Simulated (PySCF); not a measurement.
F₂H₅NSi₂, SMILES F[SiH](F)N[SiH3].

Coordinates come from a TPSSh-D3(BJ)/def2-SVP optimisation. The structure was generated by enumeration, and PubChem lists no compound with its InChIKey, so it may never have been made. Other conformers were not sampled.

The numbers are results of PySCF with CAM-B3LYP/def2-TZVP, not measurements.

Gas-phase values at a fixed geometry.

```yaml
total_energy: -836.70677 hartree
highest_occupied_level: -9.73 eV
lowest_empty_level: 0.88 eV
orbital_gap: 10.61 eV
dipole_moment: 2.11 D
quadrupole, principal values (traceless, Buckingham form, about the centre of nuclear charge): -4.24, -3.83, 8.07 D·Å
mean_static_polarisability: 54.0 bohr³ (8.01 Å³)
polarisability_principal_values: 49.1, 50.6, 62.4 bohr³
```
